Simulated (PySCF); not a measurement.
A structure optimised at PBE-D3(BJ)/def2-SVP, used in a PySCF frequency run:

```xyz
16

C      3.3815     0.5681     0.2154
C      2.2310     0.7074    -0.4677
C      1.0213    -0.0673    -0.0802
O      0.9460    -0.8620     0.8409
O     -0.0166     0.2310    -0.9142
C     -1.2536    -0.4509    -0.6529
C     -2.0805     0.2663     0.4212
O     -3.3322    -0.3607     0.6114
H      4.2876     1.1302    -0.0556
H      3.4271    -0.1261     1.0703
H      2.1328     1.3872    -1.3284
H     -1.7967    -0.4538    -1.6209
H     -1.0562    -1.4946    -0.3357
H     -1.5396     0.2051     1.3872
H     -2.1661     1.3481     0.1541
H     -3.8640    -0.2047    -0.1904
```

Problem. Write its SMILES and formula.

Solution. C=CC(=O)OCCO, C₅H₈O₃

Problem. What are its rotational constants (standard atomic weights)?

Solution. 6.5356, 0.89696, 0.84760 GHz
